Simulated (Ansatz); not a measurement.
```yaml
atoms:
  - { symbol: C, position_ang: [0.0000, 1.5600, 0.0000] }
  - { symbol: C, position_ang: [1.3510, 0.7800, 0.0000] }
  - { symbol: C, position_ang: [1.3510, -0.7800, 0.0000] }
  - { symbol: C, position_ang: [0.0000, -1.5600, 0.0000] }
  - { symbol: C, position_ang: [-1.3510, -0.7800, 0.0000] }
  - { symbol: C, position_ang: [-1.3510, 0.7800, 0.0000] }
  - { symbol: C, position_ang: [2.7020, 1.5600, 0.0000] }
  - { symbol: C, position_ang: [4.0530, 0.7800, 0.0000] }
  - { symbol: C, position_ang: [4.0530, -0.7800, 0.0000] }
  - { symbol: C, position_ang: [2.7020, -1.5600, 0.0000] }
  - { symbol: H, position_ang: [0.0000, 2.6450, 0.0000] }
  - { symbol: H, position_ang: [0.0000, -2.6450, 0.0000] }
  - { symbol: H, position_ang: [-2.2906, -1.3225, 0.0000] }
  - { symbol: H, position_ang: [-2.2906, 1.3225, 0.0000] }
  - { symbol: H, position_ang: [2.7020, 2.6450, 0.0000] }
  - { symbol: H, position_ang: [4.9926, 1.3225, 0.0000] }
  - { symbol: H, position_ang: [4.9926, -1.3225, 0.0000] }
  - { symbol: H, position_ang: [2.7020, -2.6450, 0.0000] }
```

Basis set: def2-TZVP (spherical functions). Charge 0, multiplicity 1.

Computed with Ansatz (development build ahead of 0.2.0); each method stands on the lowest determinant of its kind that the runs found. Restricted functionals stand beside restricted open-shell atoms, which can lie above the unrestricted atoms usual in DFT and then raise those values.

The atomization energy at this shape (free ground-state atoms in the same class of orbitals less the molecule, no zero-point energy) of singlet C10H8:

```json
{"method": "ωB97X (unrestricted)", "atomization energy": "8471.2 kJ/mol"}
{"method": "PBE0 (restricted)", "atomization energy": "8685.3 kJ/mol"}
{"method": "RHF", "atomization energy": "6219.1 kJ/mol"}
```

(1) What does PBE0 (unrestricted) give?

Answers

(1) 8634.5 kJ/mol. Caution: the shape is not the minimum. Caution for ωB97X (unrestricted): the unrestricted determinant is spin contaminated. Caution for RHF: in another basis set an unrestricted determinant lies well below.
